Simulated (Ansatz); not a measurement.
Stretching the O2–H6 bond in GeH4O (SMILES [OH][GeH3]) (multiplicity 1 held, fragments rigid). Energies count from the point at 0.962 Å.
Geometry at that point (charge 0, multiplicity 1):
```xyz
6

Ge    -0.329     0.068     0.073
O      1.357    -0.357    -0.372
H     -0.545    -0.155     1.584
H     -1.186    -0.885    -0.765
H     -0.608     1.543    -0.281
H      2.012     0.175     0.090
```

Restricted levels (R-, RO-) in cc, def2 and unpolarised 6-31G sets keep to the state of the molecule at rest. U- levels take the lowest unrestricted solution at each point, which mixes spins at long bonds. Active spaces are followed from a long bond inwards. Levels need not reach the same state.

Cores are frozen in the correlated methods. Filled d and f shells under p-block atoms count as core.

Programs: Ansatz (a program for electronic structure) with Gaussian orbitals. Values without a source in brackets are computed.

Energies in eV.

```csv
R (Å),R-SCS-MP2/cc-pVDZ,U-SCS-MP2/cc-pVDZ,"FIC-MRCISD on CASSCF(4,3)/cc-pVDZ","FIC-MRCISD+Q on CASSCF(4,3)/cc-pVDZ"
0.770,1.67,1.67,1.64,1.66
0.866,0.34,0.34,0.33,0.33
0.962,0.00,0.00,0.00,0.00
1.058,0.18,0.18,0.19,0.18
1.154,0.61,0.61,0.62,0.61
1.299,1.46,1.46,1.45,1.44
1.443,2.33,2.96,2.28,2.28
1.684,3.60,4.40,3.40,3.42
1.924,4.56,4.84,4.12,4.15
2.213,5.29,5.00,4.57,4.61
2.597,5.68,5.06,4.79,4.84
3.078,5.45,5.08,4.87,4.92
```

Doubts at one or more of the structures used: a restricted determinant that unrestricted orbitals would lower (R-SCS-MP2/cc-pVDZ); a spin-contaminated determinant (U-SCS-MP2/cc-pVDZ); active orbitals that take no part (FIC-MRCISD on CASSCF(4,3)/cc-pVDZ, FIC-MRCISD+Q on CASSCF(4,3)/cc-pVDZ).
